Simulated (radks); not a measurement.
Excited configurations of Ag IV: one electron is placed in a higher orbital outside [Kr] 4d7. The ground configuration is [Kr] 4d8. Method: scalar-relativistic Kohn-Sham, PBE, spin-polarised, spherical densities, point nucleus; open shells are filled with parallel spins first (spin-orbit coupling, left out, can overturn this in heavy ions); computed with a radial shooting solver on a logarithmic mesh with Libxc functionals. Excitation = E - E(ground); binding = E(ion) - E, where the ion is the core of charge +4; n* = 4/sqrt(2 binding) in atomic units, and the quantum defect is n - n*.

[
 {"outer orbital": "4f", "excitation (eV)": "34.992", "binding (eV)": "15.567", "quantum defect": "0.260", "<r> (bohr)": "3.493"},
 {"outer orbital": "5p", "excitation (eV)": "19.954", "binding (eV)": "30.605", "quantum defect": "2.333", "<r> (bohr)": "2.607"},
 {"outer orbital": "5d", "excitation (eV)": "30.674", "binding (eV)": "19.886", "quantum defect": "1.691", "<r> (bohr)": "3.547"},
 {"outer orbital": "5f", "excitation (eV)": "39.971", "binding (eV)": "10.589", "quantum defect": "0.466", "<r> (bohr)": "6.220"},
 {"outer orbital": "6s", "excitation (eV)": "31.471", "binding (eV)": "19.088", "quantum defect": "2.623", "<r> (bohr)": "4.447"},
 {"outer orbital": "6p", "excitation (eV)": "34.359", "binding (eV)": "16.201", "quantum defect": "2.334", "<r> (bohr)": "5.020"},
 {"outer orbital": "6d", "excitation (eV)": "38.597", "binding (eV)": "11.963", "quantum defect": "1.734", "<r> (bohr)": "6.371"},
 {"outer orbital": "6f", "excitation (eV)": "43.172", "binding (eV)": "7.387", "quantum defect": "0.572", "<r> (bohr)": "9.750"},
 {"outer orbital": "7p", "excitation (eV)": "40.439", "binding (eV)": "10.120", "quantum defect": "2.362", "<r> (bohr)": "8.108"},
 {"outer orbital": "7d", "excitation (eV)": "42.583", "binding (eV)": "7.976", "quantum defect": "1.776", "<r> (bohr)": "9.882"},
 {"outer orbital": "7f", "excitation (eV)": "45.158", "binding (eV)": "5.402", "quantum defect": "0.652", "<r> (bohr)": "14.01"}
]

The Delta-SCF ionisation energy is 50.560 eV (NIST Atomic Spectra Database: 49 eV, theoretical). Self-interaction in the functional shifts the binding energies and quantum defects, so they are the method's values and not measured ones. Open shells are spherical and high-spin; term and fine-structure splittings are not resolved.
